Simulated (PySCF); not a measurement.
# Cd²⁺: ionisation energy

Cd²⁺ [Kr] 4d10 → Cd³⁺ [Kr] 4d9 [4d3/2^4 4d5/2^5, M_J = 5/2], as a difference of total energies. Calculation: PySCF 2.14, in x2c-QZVPPall-2c; the two-component X2C-1e Hamiltonian. Correlated levels: [Ar] 3d10 frozen; the 32 highest virtual spinors dropped. "Screened" scales the spin-orbit matrix elements by Boettger's factors to mimic the two-electron term; Breit and QED terms are absent.

| method | ionisation energy (eV) |
| --- | --- |
| GHF (spin-free) | 36.006 |
| GMP2 (spin-free) | 37.812 |
| GHF (screened spin-orbit) | 35.706 |
| GMP2 (screened spin-orbit) | 37.502 |

Problem. How much does correlation contribute at GMP2 (screened spin-orbit)?

Solution. 37.502 − (35.706) = 1.796 eV, measured against GHF (screened spin-orbit).

The spin-free rows lack the spin-orbit shift.

For comparison: 37.468 ± 0.006 eV (measured; NIST Atomic Spectra Database, ionization energies).
